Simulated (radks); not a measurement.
Q: Calculated with a radial shooting solver on a logarithmic mesh with Libxc functionals: Dirac Kohn-Sham, PBEsol, spin-unpolarised, spherical densities, finite nucleus; open shells fill j = l - 1/2 first; Fermi nuclear charge, rms radius of each element as measured or else 0.836 A^(1/3) + 0.57 fm. Each species is in its NIST ground configuration. Rank Gd2+, Tm2+, Yb2+, Lu2+, Eu2+, Dy2+, Sm2+, Er2+, Pr2+, La2+, Pm2+, Tb2+, Ho2+, Ce2+, Nd2+ by mean radius of the outermost orbital (bohr), largest first.

A: Lu2+ 3.05, La2+ 2.56, Gd2+ 2.33, Ce2+ 1.82, Pr2+ 1.78, Nd2+ 1.74, Pm2+ 1.71, Sm2+ 1.68, Eu2+ 1.65, Tb2+ 1.59, Dy2+ 1.57, Ho2+ 1.54, Er2+ 1.52, Tm2+ 1.50, Yb2+ 1.47.
